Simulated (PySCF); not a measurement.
## Functional benchmark on one molecule

Molecule: `NC(=O)C(F)(F)F`, C2H2F3NO.

Atoms are numbered as in `[NH2:1][C:2](=[O:3])[C:4]([F:5])([F:6])[F:7]`; H(Xn) means a hydrogen on atom n. Ha(N1) is cis to the C=O or C=S heteroatom; Hb(N1) is trans to the C=O or C=S heteroatom.

Geometry PBE0-D3(BJ)/def2-SVP throughout; GIAO in PySCF 2.14, gas phase, one conformer, non-relativistic; equivalent atoms averaged; basis pcSseg-2.

Reference values (measured; G. Saielli, R. Bini, A. Bagno, Computational 19F NMR. 2. Organic compounds, RSC Adv. 2014, ESI (exp. from Berger-Braun-Kalinowski 1994 and Everett 1995)): δ(F5/F6/F7) = -76.8 ppm vs CFCl3. Computed shifts are taken against CFCl3, calculated as an isolated molecule at each level.

How do the functionals HF, LDA, BP86, B97-D, B3LYP, mPW1PW91, WP04, BHandHLYP, LC-wPBE perform against the reference? Times are CPU seconds on shared hosts with different chips, so compare them loosely; the GGAs took longer than the global hybrids here, which isn't the general rule, and the cause wasn't traced.

Answers


```tsv
functional	kind	F5/F6/F7	abs. error F	core-s
HF	Hartree–Fock	-58.1	18.7	14
LDA	LDA	-102.6	25.8	26
BP86	GGA	-102.7	25.9	35
B97-D	GGA	-99.6	22.8	34
B3LYP	global hybrid	-88.8	12.0	25
mPW1PW91	global hybrid	-86.5	9.7	28
WP04	global hybrid	-83.5	6.7	25
BHandHLYP	global hybrid	-74.5	2.3	24
LC-wPBE	range-separated hybrid	-65.1	11.7	44
```

For 19F the closest is BHandHLYP (2.3 ppm) and the furthest BP86 (25.9 ppm). One molecule is a small sample, and vibrational and solvent effects are absent from the calculation.
